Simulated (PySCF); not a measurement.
# Distorted geometries of [Pb(BH4)3]+

[Pb(BH4)3]+ (singlet). PySCF 2.14.0, RKS TPSS, Pb def2-SVP with ECP60, B def2-SVP, H def2-SVP; non-relativistic Hamiltonian with scalar-relativistic core potentials where named; density fitting; no spin-orbit coupling. Relaxed geometry:

```xyz
16

Pb    0.6074    0.0000    0.0414
B    -0.1698    0.0000    2.3009
H    -1.5943    0.0000    2.5463
H     0.1084    1.0778    2.7384
H    -1.4927    0.0000    1.7248
H     0.1084   -1.0778    2.7384
B    -0.7539    0.0000   -2.0090
H    -0.3073    0.0000   -3.1326
H    -0.2109   -1.0862   -1.5392
H    -1.9138    0.0000   -1.6801
H    -0.2109    1.0862   -1.5392
B     3.0288    0.0000   -0.4306
H     3.6840    0.0000    0.5805
H     2.3147   -1.0922   -0.3812
H     3.4049    0.0000   -1.5778
H     2.3147    1.0922   -0.3812
```

Problem. Order these distorted geometries by energy above the relaxed one, lowest first.
A.
```xyz
16

Pb    0.5722   -0.0820    0.0331
B    -0.1500   -0.0040    2.3813
H    -1.5330   -0.0830    2.4364
H     0.0737    1.0574    2.7482
H    -1.4811   -0.0967    1.6984
H     0.1367   -1.1039    2.7529
B    -0.7698    0.0549   -1.9857
H    -0.3682    0.0419   -3.0674
H    -0.2883   -0.9695   -1.4042
H    -1.9486   -0.0160   -1.6506
H    -0.3268    1.0676   -1.6075
B     3.1219    0.0498   -0.4392
H     3.5891   -0.0616    0.6315
H     2.4269   -1.1803   -0.5182
H     3.4965    0.0417   -1.5717
H     2.3666    1.2836   -0.4372
```
B.
```xyz
16

Pb    0.7354   -0.1345    0.2539
B    -0.0331   -0.0925    2.2479
H    -1.4626   -0.1227    2.7138
H    -0.0149    1.2062    2.9084
H    -1.7781   -0.0923    1.6222
H     0.1000   -1.0814    2.4872
B    -0.7477    0.1646   -2.0894
H    -0.2413    0.0695   -3.1361
H    -0.2353   -1.1247   -1.7376
H    -1.9035    0.0785   -1.6491
H    -0.1645    1.0499   -1.5623
B     3.0803    0.0229   -0.2706
H     3.7328    0.1419    0.6204
H     2.3742   -1.2545   -0.4541
H     3.3425    0.1448   -1.5317
H     2.1335    1.0243   -0.4229
```
C.
```xyz
16

Pb    0.6075   -0.0006    0.0186
B    -0.1600   -0.0284    2.3144
H    -1.5880   -0.0365    2.5464
H     0.0991    1.0668    2.7285
H    -1.5122    0.0042    1.7266
H     0.0767   -1.1076    2.6997
B    -0.7627    0.0146   -1.9993
H    -0.3183    0.0031   -3.1143
H    -0.1446   -1.0738   -1.5664
H    -1.9265    0.0248   -1.6761
H    -0.1997    1.0638   -1.5338
B     3.0108   -0.0004   -0.4296
H     3.6657   -0.0222    0.5916
H     2.3682   -1.0471   -0.3517
H     3.4019    0.0133   -1.5829
H     2.3000    1.1260   -0.3717
```

Solution. C (0.09 eV), A (0.91 eV), B (3.62 eV).

Problem. Which forces (eV/Å) act in the one that lies 0.91 eV up?

Solution. 
```
Pb   1.68  0.74  0.37
B    0.13 -1.57 -1.23
H   -0.95  0.04  2.77
H    0.18  1.27  0.48
H    0.46  0.08 -2.27
H    0.01  0.10  0.16
B   -2.17 -1.02  0.41
H    0.52 -0.42 -1.35
H   -0.05 -1.06 -0.63
H    0.34  0.02 -0.17
H    0.91  1.92  1.13
B   -2.04  0.21 -0.26
H    0.65  0.14  0.57
H   -0.24  1.25  0.14
H    0.37  0.06 -0.25
H    0.20 -1.75  0.13
```
Forces carry noise of the integration grid, about 0.01 to 0.03 eV/Å.

On relaxing from the template, bonds within or between ligands changed, so the formula names the start rather than the bonding at the end. No frequency check is given that shows the relaxed geometry to be a minimum.
